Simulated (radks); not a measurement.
Species: the lanthanum ion La4+. Configuration: [Kr] 4d10 5s2 5p5 (the NIST ground configuration). Calculated with a radial shooting solver on a logarithmic mesh with Libxc functionals: scalar-relativistic Kohn-Sham, SCAN, spin-polarised, spherical densities, finite nucleus; open shells are filled with parallel spins first (spin-orbit coupling, left out, can overturn this in heavy ions); meta-GGA in the generalised Kohn-Sham scheme; Fermi nuclear charge, rms radius 4.855 fm.

Local quantities along the radius. ELF = 1/(1 + alpha^2) is the electron localisation function; alpha = (tau - tau_W)/tau_unif compares the Pauli kinetic energy density with that of the uniform gas (summed over spins); r v_xc is r times the local exchange-correlation potential of spin up (hartree bohr, multiplicative part alone). tau is taken from the large components.

| r (bohr) | ELF | alpha | r v_xc |
|---|---|---|---|
| 0.001013 | 0.999 | 0.02383 | -0.1089 |
| 0.00134 | 0.999 | 0.02412 | -0.1263 |
| 0.001773 | 0.999 | 0.02507 | -0.1494 |
| 0.002327 | 0.999 | 0.02685 | -0.1783 |
| 0.003079 | 0.999 | 0.02995 | -0.2156 |
| 0.004042 | 0.999 | 0.03488 | -0.2601 |
| 0.005348 | 0.998 | 0.04327 | -0.3147 |
| 0.007075 | 0.997 | 0.05783 | -0.3779 |
| 0.009287 | 0.993 | 0.08382 | -0.4462 |
| 0.01229 | 0.981 | 0.1374 | -0.5230 |
| 0.01613 | 0.941 | 0.2515 | -0.6128 |
| 0.02134 | 0.786 | 0.5217 | -0.7654 |
| 0.02824 | 0.473 | 1.056 | -0.5478 |
| 0.03706 | 0.322 | 1.452 | -0.6833 |
| 0.04904 | 0.458 | 1.089 | -0.6308 |
| 0.06437 | 0.695 | 0.6629 | -1.034 |
| 0.08517 | 0.734 | 0.6022 | -1.161 |
| 0.1127 | 0.487 | 1.027 | -0.8986 |
| 0.1479 | 0.336 | 1.407 | -1.088 |
| 0.1957 | 0.609 | 0.8017 | -1.550 |
| 0.2569 | 0.761 | 0.5608 | -1.520 |
| 0.3399 | 0.452 | 1.100 | -1.517 |
| 0.4497 | 0.227 | 1.847 | -1.103 |
| 0.5903 | 0.711 | 0.6383 | -1.549 |
| 0.781 | 0.707 | 0.6444 | -1.544 |
| 1.025 | 0.333 | 1.416 | -1.166 |
| 1.356 | 0.418 | 1.180 | -0.8061 |
| 1.795 | 0.796 | 0.5060 | -1.194 |
| 2.356 | 0.710 | 0.6389 | -1.167 |
| 3.117 | 0.202 | 1.986 | 0.5433 |
| 4.091 | 0.006 | 12.48 | -0.1219 |
| 5.413 | 0.000 | 196.1 | -0.03077 |

On this mesh the ELF has minima near r = 0.037, 0.15, 0.39, 1.2 bohr, which separate the shells, and maxima near 0.074 (0.75), 0.26 (0.76), 0.68 (0.77), 2.1 (0.80).

Self-consistent cycle (total energy in hartree, residual of the potential): 1: -8482.435833, 1e+01; 2: -8488.712820, 6e+00; 3: -8491.200306, 9e-01; 4: -8491.256410, 4e-01; 5: -8491.301573, 5e-02; 6: -8491.302443, 3e-02; 7: -8491.303130, 1e-02; 8: -8491.303038, 6e-03; 9: -8491.303080, 3e-03; 10: -8491.303073, 9e-04; 11: -8491.303071, 3e-04; 12: -8491.303071, 1e-04; 13: -8491.303071, 7e-05; 14: -8491.303071, 5e-05; 15: -8491.303070, 3e-05; 16: -8491.303071, 1e-05; 17: -8491.303071, 6e-06; 18: -8491.303071, 2e-06.
